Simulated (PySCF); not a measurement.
Species: C8H9Cl.
Atom-mapped SMILES: `[CH:1]#[C:2][C:3]([Cl:4])=[C:5]1[CH2:6][CH2:7][CH2:8][CH2:9]1`

Cartesian coordinates in Å at the PBE0-D3(BJ)/def2-SVP level; atoms count from 1:
```
atom  x, y, z in Å
C1     3.7621   -0.1709    0.7704
C2     2.7255   -0.2158    0.1395
C3     1.5097   -0.2692   -0.5886
Cl4    1.6743   -0.3042   -2.3287
C5     0.2881   -0.2902   -0.0242
C6    -1.0202   -0.3337   -0.7642
C7    -2.0662   -0.5704    0.3301
C8    -1.4553    0.0894    1.5664
C9     0.0319   -0.2602    1.4604
H10    4.6827   -0.1327    1.3224
H11   -1.1806    0.6381   -1.2664
H12   -1.0195   -1.0902   -1.5639
H13   -3.0591   -0.1764    0.0688
H14   -2.1816   -1.6532    0.5057
H15   -1.9099   -0.2439    2.5107
H16   -1.5851    1.1834    1.5087
H17    0.2225   -1.2654    1.8795
H18    0.7023    0.4307    1.9926
```

NICS = −σ at a ghost point: NICS(0) at the centroid of the ring atoms, NICS(1) 1 Å to either side along the normal of their mean plane, zz for the tensor component along that normal. Level: GIAO B3LYP/pcSseg-1 (PySCF, non-relativistic, gas phase) on the PBE0-D3(BJ)/def2-SVP geometry, one conformer.

Ring bond lengths (Å): C5–C6 1.504, C6–C7 1.532, C7–C8 1.529, C8–C9 1.531, C9–C5 1.507.

Task: Give the NICS values of each ring in ppm.

Result: 
```tsv
ring	type	NICS(0)	NICS(1), two faces	NICS(1)zz, two faces	rms pucker (Å)	centre to ring atoms, mean (Å)
C5–C6–C7–C8–C9	5-membered carbocycle; formal bonds all single	-2.9	-3.5 / -3.3	-2.4 / -2.2	0.17	1.28
```

Task: What do they say, and how far can they be read as aromaticity?

Result: 
- C5–C6–C7–C8–C9: mean NICS(1)zz -2.3 ppm, near zero. C6, C7, C8, C9 have four or more neighbours; no verdict on aromaticity is drawn.

Task: What are the shieldings of the ring atoms and their hydrogens in the same run (means over atoms taken as equivalent)?

Result: 
```tsv
atoms	environment	σ isotropic (ppm)
C5	fully substituted alkene carbon	11.2
C6	allylic carbon	141.4
C7	ring CH2 carbon	149.2
C8	ring CH2 carbon	148.0
C9	allylic carbon	141.2
H11 (×2)	methylene hydrogen	28.90
H13 (×2)	methylene hydrogen	29.72
H15 (×2)	methylene hydrogen	29.72
H17 (×2)	methylene hydrogen	28.87
```

Task: How do the values depend on the level or the medium?

Result: 
```
              level  NICS(0), C5–C6–C7–C8–C9  mean NICS(1)zz, C5–C6–C7–C8–C9
B3LYP/pcSseg-1, gas                     -2.9                            -2.3
 PBE0/pcSseg-1, gas                     -3.2                            -2.5
```

The geometry is the same throughout.

Hardware: an Arm Neoverse V1 with one thread, on a shared host. Cost: 33 s. This is the whole shielding run at B3LYP/pcSseg-1, SCF included.
